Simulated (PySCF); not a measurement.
## Correlation energy of Ne (neon, neutral)

[Ne], closed-shell 1S. All numbers are calculated (PySCF 2.14, the spin-free X2C one-electron Hamiltonian (Gaussian nucleus), in aug-cc-pVTZ-DK (5s4p3d2f, 46 functions)). Frozen: 1s2; 8 electrons correlated.

```tsv
level	correlation energy (mhartree)
CCSD	-274.35
(T)	-5.29
CCSD(T)	-279.64
```

Diagnostics: T1 = 0.0076, D1 = 0.0120, largest double amplitude 0.029.

Cost of the coupled-cluster step: of the order of 0.7 core-seconds, for 8 correlated electrons.
